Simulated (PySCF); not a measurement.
Excitation energy of Pb by level of theory

Pb [Xe] 4f14 5d10 6s2 6p2 (3P) → Pb [Xe] 4f14 5d10 6s1 6p2 7s1 (5P), as a difference of total energies. Calculation: PySCF 2.14, in x2c-TZVPPall with one added diffuse shell each of s, p, d, f type (12s8p7d4f, 99 functions); scalar relativity by spin-free X2C-1e. Correlated levels: valence: [Xe] 4f14 5d10 frozen; valence and next inner shell: [Kr] 4d10 4f14 frozen. The calculations carry no spin-orbit coupling.

| method | excitation energy (eV) |
| --- | --- |
| UHF | 9.815 |
| LDA | 12.120 |
| PBE | 11.770 |
| PBE0 | 11.499 |
| r2SCAN | 11.648 |
| B2PLYP | 11.422 |
| TPSSh | 11.621 |
| r2SCAN0 | 11.443 |
| MP2 (valence) | 10.456 |
| SCS-MP2 (valence) | 10.718 |
| MP2 (valence and next inner shell) | 11.595 |
| SCS-MP2 (valence and next inner shell) | 11.660 |

Q: How much does correlation contribute at MP2 (valence and next inner shell)?

A: 11.595 − (9.815) = 1.780 eV, measured against UHF.

Spin-orbit coupling is strong in these open shells (close to jj coupling). The scalar numbers leave it out and a first-order estimate fails, so it can dominate the gap to the real levels.

The upper state lies above the first ionisation limit. A Rydberg-like electron needs more diffuse functions than a valence basis has.

The promoted electron is Rydberg-like, and one or two diffuse shells describe it only roughly, which tends to raise the upper state.
